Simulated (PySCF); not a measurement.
C3H8O2Si, SMILES C[C@H]1OC[Si@@H]1O. Geometry optimised at PBE-D3(BJ)/def2-SVP. The structure was generated by enumeration; whether it is a known compound was not checked. Other conformers were not sampled.

Calculation: PBE-D3(BJ)/def2-SVP (PySCF).

Harmonic wavenumbers (cm⁻¹): 96, 168, 184, 224, 276, 328, 397, 428, 626, 651, 681, 760, 807, 816, 857, 886, 955, 975, 1034, 1104, 1143, 1175, 1201, 1289, 1338, 1398, 1405, 1425, 2185, 2883, 2909, 2966, 3034, 3052, 3069, 3763. Rotational constants (GHz): 4.351, 2.294, 1.671; symmetry number 1.

Q: Work out the zero-point energy and the ideal-gas rigid-rotor harmonic-oscillator thermochemistry at 298.15 K and 1 atm.

A: ZPE = ½ Σ hcν = ½ × 46487 cm⁻¹ = 66.46 kcal/mol. H − E(el) = 71.90 kcal/mol. Entropy in cal/(mol K): translation 39.84, rotation 27.36, vibration 17.53, total 84.72. G − E(el) = 46.64 kcal/mol. Cp = 30.23 cal/(mol K). Modes under 150 cm⁻¹ make the vibrational entropy uncertain.
